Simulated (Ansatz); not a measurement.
Species: BCl (charge +1, doublet). 
Structure (B3LYP-D3(BJ)/def2-TZVP (Ansatz, a first-principles code) minimum search):
```
B
Cl 1 1.6002
```
Charge +1, spin multiplicity 2.

Basis-set convergence of Hartree-Fock and CCSD(T) correlation energies (hartree) with Ansatz. Correlated levels leave the core frozen unless marked. Open shells are spin-unrestricted. Spin-orbit coupling is left out. Non-relativistic.

| basis | functions | E(HF) | E(corr, CCSD(T)) |
|---|---|---|---|
| def2-SVP | 32 | -483.64069 | -0.19866 |
| def2-TZVPP | 73 | -483.82759 | -0.26165 |
| def2-QZVPP | 127 | -483.84133 | -0.28225 |

Extrapolating the two largest sets (X = 3 and 4) as X^-3: E(corr) = (64·(-0.28225) - 27·(-0.26165))/37 = -0.2973 Eh, an estimate of the basis-set limit. The largest set recovers 94.9 % of it, the smallest 66.8 %.
